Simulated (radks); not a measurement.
All-electron atom: Rb I in [Kr] 5s1 (the NIST ground configuration).

All-electron calculation, Dirac Kohn-Sham, PBEsol, spin-unpolarised, spherical densities, finite nucleus; Fermi nuclear charge, rms radius 4.2036 fm. Program: a radial shooting solver on a logarithmic mesh with Libxc functionals.

Energy parts (hartree):
total: -2979.57179
kinetic: 3064.10994
electron-nucleus: -7196.27836
Hartree: 1251.51320
exchange-correlation: -98.91656

Orbitals (lengths in bohr, moments of r in powers of bohr):
[
 {"orbital": "1s1/2", "occ.": "2", "eigenvalue (hartree)": "-551.8637", "<r>": "0.04031"},
 {"orbital": "2s1/2", "occ.": "2", "eigenvalue (hartree)": "-73.71175", "<r>": "0.1777"},
 {"orbital": "2p1/2", "occ.": "2", "eigenvalue (hartree)": "-66.87135", "<r>": "0.1523"},
 {"orbital": "2p3/2", "occ.": "4", "eigenvalue (hartree)": "-64.64008", "<r>": "0.1564"},
 {"orbital": "3s1/2", "occ.": "2", "eigenvalue (hartree)": "-10.92953", "<r>": "0.5108"},
 {"orbital": "3p1/2", "occ.": "2", "eigenvalue (hartree)": "-8.47963", "<r>": "0.5119"},
 {"orbital": "3p3/2", "occ.": "4", "eigenvalue (hartree)": "-8.14416", "<r>": "0.5224"},
 {"orbital": "3d3/2", "occ.": "4", "eigenvalue (hartree)": "-3.85356", "<r>": "0.5233"},
 {"orbital": "3d5/2", "occ.": "6", "eigenvalue (hartree)": "-3.79659", "<r>": "0.5271"},
 {"orbital": "4s1/2", "occ.": "2", "eigenvalue (hartree)": "-1.17204", "<r>": "1.455"},
 {"orbital": "4p1/2", "occ.": "2", "eigenvalue (hartree)": "-0.60911", "<r>": "1.700"},
 {"orbital": "4p3/2", "occ.": "4", "eigenvalue (hartree)": "-0.57660", "<r>": "1.739"},
 {"orbital": "5s1/2", "occ.": "1", "eigenvalue (hartree)": "-0.08167", "<r>": "5.249"},
 {"orbital": "5p1/2", "occ.": "0", "eigenvalue (hartree)": "-0.02784", "<r>": "7.446"},
 {"orbital": "5p3/2", "occ.": "0", "eigenvalue (hartree)": "-0.02674", "<r>": "7.571"}
]

The highest occupied level is 5s1/2 at -2.222 eV. Summed over all electrons, <r^2> = 63.40 bohr^2, which gives a Langevin (diamagnetic) susceptibility term of -50.2 x 10^-6 cm^3/mol. For comparison, the ionisation energy in NIST's Atomic Spectra Database is 4.177 eV (measured). In exact Kohn-Sham theory the highest level is minus the ionisation energy, but local and semilocal functionals leave it too shallow, through self-interaction and a potential that decays too fast; potentials with the right tail come closer. The density falls to 0.001 e/bohr^3 at r = 4.51 bohr.

Beside tabulated values, note that spin-unpolarised runs miss the spin-polarisation part of the exchange energy of open shells.
